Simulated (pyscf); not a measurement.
**HO–Ga(Cl)–Cl, singlet**

Gas-phase minimum from PySCF at ωB97X-D3(BJ)/def2-SVP, one conformer. 

SMILES: [OH][Ga]([Cl])[Cl]
```xyz
5

O     -0.2127     0.2777     0.9229
Ga    -1.4966    -0.4480    -0.0447
Cl    -1.3274    -2.4441    -0.7559
Cl    -3.2149     0.6991    -0.4922
H      0.5378    -0.3059     1.0864
```
Charge 0, spin multiplicity 1.

Bonded distances (Å): O1–Ga2 1.764, O1–H5 0.965, Ga2–Cl3 2.126, Ga2–Cl4 2.114. Bond angles (°): Ga2–O1–H5 114.2, O1–Ga2–Cl3 120.8, O1–Ga2–Cl4 119.0, Cl3–Ga2–Cl4 120.2.

Properties at ωB97X-D3(BJ)/def2-SVP:

```json
{
  "harmonic_wavenumbers_unscaled": "128, 164, 168, 356, 416, 483, 750, 825, 3907 cm⁻¹",
  "zero_point_energy": "10.3 kcal/mol",
  "rotational_symmetry_number": "1",
  "Entropy of this conformer at 298 K and 1 atm, rigid rotor and harmonic oscillator, modes under 100 cm⁻¹ raised to 100": "334.2 J/(mol K)",
  "dipole_moment": "1.65 D"
}
```

Single-point totals, which compare only within one level (frozen core for MP2 and CC):

```csv
level,total energy (hartree)
ωB97X-D3(BJ)/def2-TZVP,-2921.27188
PBE/def2-TZVP,-2920.54033
r²SCAN/def2-TZVP,-2921.18296
B3LYP-D3(BJ)/def2-TZVP,-2921.37148
PBE0-D3(BJ)/def2-TZVP,-2920.65633
M06-2X/def2-TZVP,-2921.23336
ωB97M-D3(BJ)/def2-TZVP,-2921.43116
HF/def2-TZVPP,-2917.91112
MP2/def2-TZVPP,-2918.74367
CCSD/def2-TZVPP,-2918.76763
CCSD(T)/def2-TZVPP,-2918.80329
```

Soft torsions are taken as harmonic, which can shift the entropy by several J/(mol K). The CCSD(T) − MP2 part came from Ansatz, without density fitting, on the same reference. The frozen core leaves the outer d or s,p core shells of the metals and heavy elements correlated in the MP2 and CC values, and def2-TZVPP describes them poorly, so these totals are far from the basis limit. Elements up to Kr have no core potential and no relativistic terms here.
